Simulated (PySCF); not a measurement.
CAuO, SMILES [O+]#[C-]->[Au+], charge +1, multiplicity 1.

The structure is a stationary point at B3LYP-D3(BJ)/def2-TZVP. The multiplicity is an assumed one; other spin states were not compared. The isomer is the one that the SMILES or the coordinates give; other isomers of the formula were not compared. The def2 effective core potentials stand for the cores of Au; spin–orbit coupling is left out.

Two levels are set side by side: TDA-PBE/def2-TZVPD (PySCF) and TDA-CAM-B3LYP/def2-TZVPD (PySCF). Vertical, same geometry. The lowest singlet is HOMO→LUMO 99 % with PBE and HOMO→LUMO 99 % with the other functional; states are paired by order. Differences are taken from unrounded values.

```csv
quantity,TDA-PBE
lowest singlet excitation (eV),4.11
lowest triplet excitation (TDA) (eV),3.11
```

Q: These are the TDA-PBE values. What does TDA-CAM-B3LYP give? (An estimate is asked for; the answer gives what the named calculation found.)

A: 
```csv
quantity,TDA-CAM-B3LYP,TDA-PBE minus TDA-CAM-B3LYP
lowest singlet excitation (eV),4.21,-0.10
lowest triplet excitation (TDA) (eV),3.19,-0.08
```

Rough cost on one machine, each run with all the roots and properties that it gave: TDA-CAM-B3LYP against TDA-PBE about 3 times.
